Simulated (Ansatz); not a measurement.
Spectroscopic constants of NiB, multiplicity 4 (an upper state: multiplicity 2 came lower at PBE0/def2-TZVPP). No spin–orbit coupling. Ni is treated without relativity.

Constants: fifth-degree fit in 1/R to seven points, most abundant isotopes. In def2 and cc sets the state is the lowest found near the PBE0 minimum, followed along R.

Codes used: Ansatz (a program for electronic structure) with Gaussian orbitals. 

| level | r_e (Å) | ω_e (cm⁻¹) | ω_e x_e (cm⁻¹) | dipole (D) |
|---|---|---|---|---|
| PBE/def2-TZVPP | 1.829 | ? | 4.7 | 2.17 |
| PBE0/def2-TZVPP | 1.854 | 583 | 4.7 | 2.57 |
| wB97X-V/def2-TZVPP | ? | ? | 4.4 | 3.08 |

What belongs in the gaps?


- wB97X-V/def2-TZVPP, r_e (Å): 1.870
- wB97X-V/def2-TZVPP, ω_e (cm⁻¹): 566
- PBE/def2-TZVPP, ω_e (cm⁻¹): 629
